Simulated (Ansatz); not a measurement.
## Which is lower?

Two relaxed structures of BSiH₂ClO, singlet (PBE0-D4/def2-TZVP; forces vanish, vibrations not checked).

A:

```json
{"atom": "B1", "x (Å)": "-0.2061", "y (Å)": "0.7647", "z (Å)": "0.3270"}
{"atom": "Si2", "x (Å)": "0.2239", "y (Å)": "-0.9104", "z (Å)": "-0.8788"}
{"atom": "O3", "x (Å)": "0.5962", "y (Å)": "-2.2781", "z (Å)": "-1.3811"}
{"atom": "Cl4", "x (Å)": "0.1119", "y (Å)": "-0.0988", "z (Å)": "1.9053"}
{"atom": "H5", "x (Å)": "-1.3539", "y (Å)": "0.9757", "z (Å)": "0.0572"}
{"atom": "H6", "x (Å)": "0.6279", "y (Å)": "1.5469", "z (Å)": "-0.0296"}
```

B:

B1  (-0.297, 1.006, -0.160)
Si2  (0.254, -0.833, 0.362)
O3  (0.463, -1.358, 1.766)
Cl4  (0.501, -1.929, -1.337)
H5  (-1.452, 1.272, -0.276)
H6  (0.530, 1.842, -0.355)
(Å)

Ansatz 0.2.0; basis: def2-TZVPP; cores frozen in the correlated methods. B3LYP uses VWN-RPA correlation.

(1) Which structure is lower at CCSD(T), and by how much? (An estimate is asked for; the value comes from the calculation.)

T1 diagnostic: at most 0.020.

## Answers

(1) By the calculation: B, by 0.206 eV (electronic energy, against the other). By their contacts, A is BSiH₂ClO ([O][Si][BH2][Cl]) and B is BSiH₂ClO ([BH2][Si]([O])[Cl]).

All methods give the same order:

```csv
method,E(B) − E(A) (eV)
PBE-D4,-0.016
r2SCAN-D4,-0.222
PBE0-D4,-0.173
B3LYP-D4,-0.226
wB97M-V,-0.147
HF,-0.772
MP2,-0.169
CCSD,-0.307
CCSD(T),-0.206
```

Labels in which every atom is bracketed show which atoms are joined, not bond orders.

For scale, one of the runs: CCSD(T)/def2-TZVPP, 174 basis functions, launched by `ansatz run in.yaml --threads 2 --pin off --events-out ev --progress --plain --max-ram 4352MiB`. Hardware: 2 CPU threads of an Arm Neoverse V2, shared host. Wall time 31 s; peak host memory 1.4 GiB.
